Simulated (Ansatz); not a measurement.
Saddle point of SiH3ClO2, closed shell (SiH₃ClO₂ ([OH][SiH]([OH])[Cl]) → SiHClO ([O][SiH][Cl]) + H₂O (still joined by a long Si–O bond); bonds formed: O2–H4; bonds broken: O3–H4; bonds weakened to dative contacts: Si1–O2), PBE0-D4/def2-TZVP structure:

Si1  (-0.571, 0.239, 0.376)
O2  (1.101, 0.079, -0.390)
O3  (-1.089, 0.607, -1.040)
H4  (0.416, 0.293, -1.199)
H5  (-0.425, 1.188, 1.491)
Cl6  (-0.913, -1.598, 1.212)
H7  (1.481, -0.807, -0.450)
(Å)

Energies are electronic, without zero-point energy. Barriers and step energies count from the start structure reached by relaxing down the imaginary mode; all methods use the PBE0-D4 structures, on which another method's saddle can fall below an end. Computed with Ansatz 0.2.0 (basis: def2-TZVPP, with def2-QZVPP for the basis limit); correlated methods freeze the cores. B3LYP uses VWN-RPA correlation. Extrapolation: Hartree–Fock as exp(−7.88 √X), correlation as X^−2.97.

```
      method  barrier (kJ/mol)  step energy (kJ/mol)
       SPW92             184.3                 191.4
      PBE-D4             194.8                 187.8
     BLYP-D4                 ?                 188.3
   r2SCAN-D4             213.6                 204.5
      B97M-V             224.4                 206.5
     PBE0-D4                 ?                 206.8
    B3LYP-D4             220.4                 204.4
  r2SCAN0-D4             227.9                 216.7
    BHLYP-D4             244.2                 224.1
CAM-B3LYP-D4             225.2                 211.7
     wB97X-V             224.9                 211.3
     wB97M-V             220.9                 206.8
      B2PLYP             220.5                 205.3
    PBE-QIDH             226.3                 214.6
  RPA on PBE             219.1                 204.5
          HF                 ?                 245.4
         MP2             218.8                 206.1
        CCSD             234.8                 217.0
     CCSD(T)             224.4                 209.7
```

(1) Fill in the withheld barriers. (Judge from chemistry; the value comes from the calculation.)

The T1 diagnostic stays at or below 0.015.

Answers

(1) Computed: BLYP-D4 203.4; PBE0-D4 216.8; HF 278.9 kJ/mol. Each is the energy of the saddle less that of the start structure, by the same method.

For comparison, the barrier by CCSD(T) at an estimated basis limit (MP2 extrapolated from triple and quadruple zeta, plus CCSD(T) − MP2 in triple zeta) is 224.9 kJ/mol.

Labels in which every atom is bracketed show which atoms are joined, not bond orders.

For scale, one of the runs: CCSD(T)/def2-TZVPP, 188 basis functions, launched by `ansatz run in.yaml --threads 2 --pin off --events-out ev --progress --plain --max-ram 4352MiB`. The run took 64 s on 2 CPU threads of an Arm Neoverse V2 (shared host), with 1.9 GiB of host memory at its peak.
